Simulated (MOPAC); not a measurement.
Input file for MOPAC: PM7 on ZrGa, 2S+1 = 6, a spin state set in the input, which need not be the lowest, a point of a bond scan (R = 2.612 Å).

```
PM7 1SCF PRECISE CHARGE=0 UHF MS=2.5 THREADS=1
GaZr

Zr     0.00000000 1     0.00000000 1     0.00000000 1
Ga     0.00000000 1     0.00000000 1     2.61198200 1
```

Output:

```
*******************************************************************************
 **                                                                           **
 **                              MOPAC v23.2.5                                **
 **                                                                           **
 *******************************************************************************
 ** MOPAC's Digital Object Identifier: https://doi.org/10.5281/zenodo.6511958 **
 **                                                                           **
 ** Please cite the open-source release paper for use of this MOPAC version:  **
 ** J. E. Moussa and J. J. P. Stewart (2026)                                  **
 ** MOPAC: An open-source semiempirical molecular orbital program             **
 ** J. Open Source Softw., 11(119), 8025, https://doi.org/10.21105/joss.08025 **
 *******************************************************************************

                              PM7 CALCULATION RESULTS

 *******************************************************************************
 *  PM7        - The PM7 Hamiltonian to be used
 *  UHF        - UNRESTRICTED HARTREE-FOCK CALCULATION
 *
 *
 *
 *                 CHARGE ON SYSTEM = 0
 *
 *
 *
 *  MS=        - IN MECI, MAGNETIC COMPONENT OF SPIN =  2.5
 *  PRECISE    - TIGHTER CRITERIA TO BE USED
 *  1SCF       - DO 1 SCF AND THEN STOP
 *  THREADS=1  - MULTI-THREADING NOT USED
 *  T=         - A TIME OF 172800.0 SECONDS REQUESTED
 *  DUMP=N     - RESTART FILE WRITTEN EVERY 7200.0 SECONDS REQUESTED
 *******************************************************************************
PM7 1SCF PRECISE CHARGE=0 UHF MS=2.5 THREADS=1
 GaZr

   ATOM   CHEMICAL          X               Y               Z
  NUMBER   SYMBOL      (ANGSTROMS)     (ANGSTROMS)     (ANGSTROMS)

     1      Zr          0.00000000  *   0.00000000  *   0.00000000  *
     2      Ga          0.00000000  *   0.00000000  *   2.61198200  *



          CARTESIAN COORDINATES

    NO.       ATOM           X           Y           Z

     1        Zr          0.0000      0.0000      0.0000
     2        Ga          0.0000      0.0000      2.6120

 General Reference for PM7:
 "Optimization of Parameters for Semiempirical Methods VI: More Modifications to the
 NDDO Approximations and Re-optimization of Parameters", J. J. P. Stewart, J. Mol. Mod., 1:32, 19 (2013)
 https://link.springer.com/article/10.1007/s00894-012-1667-x

           Empirical Formula: Zr Ga  =     2 atoms



      MOLECULAR POINT GROUP   :   C*v


          UHF CALCULATION, NO. OF ALPHA ELECTRONS =    6
                           NO. OF BETA  ELECTRONS =    1

 -------------------------------------------------------------------------------
 PM7 1SCF PRECISE CHARGE=0 UHF MS=2.5 THREADS=1
 GaZr



     1SCF WAS SPECIFIED, SO BFGS WAS NOT USED
     SCF FIELD WAS ACHIEVED


                              PM7 CALCULATION
                                                       MOPAC v23.2.5 Linux




          FINAL HEAT OF FORMATION =        188.89857 KCAL/MOL =     790.35161 KJ/MOL


          COSMO AREA              =        152.16 SQUARE ANGSTROMS
          COSMO VOLUME            =        170.85 CUBIC ANGSTROMS

          IONIZATION POTENTIAL    =          4.411503 EV
          ALPHA SOMO LUMO (EV)    =         -4.412  2.099
          BETA  SOMO LUMO (EV)    =        -13.755  0.216
          NO. OF ALPHA ELECTRONS  =          6
          NO. OF BETA  ELECTRONS  =          1
          MOLECULAR WEIGHT        =        160.9550         POINT GROUP:  C*v

          MOLECULAR DIMENSIONS (Angstroms)

            Atom       Atom       Distance
           Ga     2   Zr     1     2.61198
           Ga     2   Zr     1     0.00000
           Zr     1   Ga     2     0.00000


          SCF CALCULATIONS        =          1





   ATOM   CHEMICAL          X               Y               Z
  NUMBER   SYMBOL      (ANGSTROMS)     (ANGSTROMS)     (ANGSTROMS)

     1      Zr          0.00000000  *   0.00000000  *   0.00000000  *
     2      Ga          0.00000000  *   0.00000000  *   2.61198200  *

                             CARTESIAN COORDINATES

   1   Zr        0.000000000     0.000000000     0.000000000
   2   Ga        0.000000000     0.000000000     2.611982000


           Empirical Formula: Zr Ga  =     2 atoms



      MOLECULAR POINT GROUP   :   C*v


          ALPHA EIGENVALUES
 -15.26722  -5.25086  -5.09447  -4.59904  -4.41150  -4.41150   2.09861   2.09861
   3.04936   3.89292  31.07843  31.07843  31.21018


           BETA EIGENVALUES
 -13.75515   0.21552   0.88964   1.14973   1.14973   4.58474   5.00492   5.00492
   5.04511   5.34752  33.37952  33.44351  33.44351


              NET ATOMIC CHARGES AND DIPOLE CONTRIBUTIONS

  ATOM NO.   TYPE          CHARGE      No. of ELECS.   s-Pop       p-Pop       d-Pop
    1         Zr          -0.091134        4.0911     1.04108     0.01684     3.03322
    2         Ga           0.091134        2.9089     1.80388     1.10499
 DIPOLE           X         Y         Z       TOTAL
 POINT-CHG.     0.000     0.000     1.143     1.143
 HYBRID        -0.000    -0.000    -1.551     1.551
 SUM           -0.000    -0.000    -0.408     0.408


          ATOMIC ORBITAL ELECTRON POPULATIONS

     Atom    s        px        py        pz      x^2-y^2     xz        z^2       yz        xy
    1 Zr   1.04108   0.00000   0.00000   0.01684   1.00000   0.90454   0.22413   0.90454   0.00000
    2 Ga   1.80388   0.09546   0.09546   0.91407


                    (SZ)    =    2.500000
                    (S**2)  =    8.750389


          ATOMIC ORBITAL SPIN POPULATIONS

    Atom   Total    s     px     py     pz   x^2-y^2  xz     z^2    yz     xy
         Atomic
    1 Zr  3.8704  0.916  0.000  0.000  0.001  1.000  0.905  0.144  0.905  0.000
    2 Ga  1.1296  0.032  0.095  0.095  0.906

 **********************
 *                    *
 * JOB ENDED NORMALLY *
 *                    *
 **********************




 == MOPAC DONE ==
```

The run finished.

Cost: about 0.03 core-seconds (a rough figure).
